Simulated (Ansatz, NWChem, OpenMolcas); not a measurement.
## LiI (Lithium Iodide): methods side by side

The species is LiI (2 atoms), meant as a singlet with charge 0. As SMILES, `[Li][I]`. The bond length is the measured one.

```xyz
2

Li    0.0000    0.0000    0.0000
I     0.0000    0.0000    2.3919
```

Quantity: the electronic atomisation energy, in eV. The values are calculated. Electronic energies at fixed atoms, without zero-point motion or spin-orbit coupling.

```
                                                       level                    kind     program  value (eV)  less CCSD(T)/def2-TZVPPD  CPU time (all runs)
                         revPBE/def2-TZVPPD (core potential)                     GGA      Ansatz        3.53                     -0.13                  9 s
                          B3LYP/def2-TZVPPD (core potential)           global hybrid      Ansatz        3.67                     +0.01                 11 s
                          BHLYP/def2-TZVPPD (core potential)           global hybrid      Ansatz        3.64                     -0.02                  9 s
                           PBE0/def2-TZVPPD (core potential)           global hybrid  OpenMolcas        3.68                     +0.02                 15 s
                          wB97X/def2-TZVPPD (core potential)  range-separated hybrid      NWChem        3.73                     +0.07                 57 s
                        BCCD(T)/def2-TZVPPD (core potential)   coupled cluster or CI      Ansatz        3.67                     +0.01                 13 s
CCSD(T)/def2-TZVPPD (core potential), open shells restricted   coupled cluster or CI  OpenMolcas        3.66                      0.00                 43 s
                           CCSD/def2-TZVPPD (core potential)   coupled cluster or CI      NWChem        3.60                     -0.06                 69 s
                                                  FCI/STO-3G      exact in the basis      Ansatz        3.94                     +0.28                1.6 s
```

Differences are taken from CCSD(T)/def2-TZVPPD (core potential), open shells restricted for orientation; it has basis-set and higher-order errors of its own. All-electron rows without a relativistic Hamiltonian named are non-relativistic, while core potentials hold scalar relativity, so basis and relativity change together. The values span 3.53 to 3.94 eV. Minimal STO sets describe s-block atoms so badly that they can place the ion below the atom. High-level rows in very small sets aren't better than simpler rows in larger ones. In the correlated wave-function rows the outer d shell of I is correlated, in sets not made for it. Times are those of the runs behind each value, whatever else they computed, on shared processors of several kinds: orders of magnitude only.
